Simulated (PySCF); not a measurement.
PySCF 2.14 output of an unrestricted TPSS calculation on a single atom or ion in jorge-DZP-DKH, with the spin-free X2C one-electron Hamiltonian (Gaussian nucleus):

```
SCF conv_tol = 1e-09
number electrons alpha = 15  beta = 15
    J. Tao, J. P. Perdew, V. N. Staroverov, and G. E. Scuseria.,  Phys. Rev. Lett. 91, 146401 (2003)
    J. P. Perdew, J. Tao, V. N. Staroverov, and G. E. Scuseria.,  J. Chem. Phys. 120, 6898 (2004)
    J. Tao, J. P. Perdew, V. N. Staroverov, and G. E. Scuseria.,  Phys. Rev. Lett. 91, 146401 (2003)
    J. P. Perdew, J. Tao, V. N. Staroverov, and G. E. Scuseria.,  J. Chem. Phys. 120, 6898 (2004)
cycle= 1 E= -2097.69947868942  delta_E= -0.00856  |g|= 0.195  |ddm|= 0.294
cycle= 2 E= -2097.69813854911  delta_E= 0.00134  |g|= 0.225  |ddm|= 0.139
cycle= 3 E= -2097.7034643019  delta_E= -0.00533  |g|= 0.000928  |ddm|= 0.0802
cycle= 4 E= -2097.70346431968  delta_E= -1.78e-08  |g|= 0.000142  |ddm|= 0.000213
cycle= 5 E= -2097.703464322  delta_E= -2.32e-09  |g|= 2.63e-06  |ddm|= 7e-05
cycle= 6 E= -2097.703464322  delta_E= 4.55e-13  |g|= 1.94e-07  |ddm|= 2.61e-06
converged SCF energy = -2097.703464322  <S^2> = -1.9539925e-14  2S+1 = 1
```

The run itself started from symmetry-adapted Hartree-Fock orbitals and held the occupation by maximum overlap, on a logarithmic radial grid, so the iterations belong to that start.

**Question.** Which element, charge and spin multiplicity is this?

**Answer.** Ge²⁺ (germanium, charge +2), multiplicity 1; the state was [Ar] 3d10 4s2, closed-shell 1S.
